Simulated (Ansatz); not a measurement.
C2H4ClSi, SMILES `C=C[SiH]Cl` radical. Total charge 0; spin multiplicity 2.

```json
{"atom": "C1", "x (Å)": "0.2898", "y (Å)": "1.3445", "z (Å)": "-0.0886"}
{"atom": "C2", "x (Å)": "-0.3919", "y (Å)": "0.3015", "z (Å)": "0.3903"}
{"atom": "Si3", "x (Å)": "-0.4168", "y (Å)": "-1.3257", "z (Å)": "-0.4696"}
{"atom": "Cl4", "x (Å)": "-0.3823", "y (Å)": "-2.8830", "z (Å)": "0.8775"}
{"atom": "H5", "x (Å)": "0.9207", "y (Å)": "1.2620", "z (Å)": "-0.9695"}
{"atom": "H6", "x (Å)": "0.2516", "y (Å)": "2.3227", "z (Å)": "0.3816"}
{"atom": "H7", "x (Å)": "-1.0141", "y (Å)": "0.4361", "z (Å)": "1.2725"}
{"atom": "H8", "x (Å)": "0.7431", "y (Å)": "-1.4581", "z (Å)": "-1.3942"}
```

Problem. Give the diagnostics of a CCSD(T)/def2-TZVPP run (frozen core, Ansatz 0.2.0). (Best estimate.)

Solution. Computed: T1 = 0.0263, largest single amplitude 0.086, largest double 0.065, (T) share of the correlation energy 4.3 %, 12 CCSD cycles. ⟨S²⟩ of the UHF reference is 0.866 against 0.75 for a pure state. T1 lies under the customary mark of 0.045 for open shells.
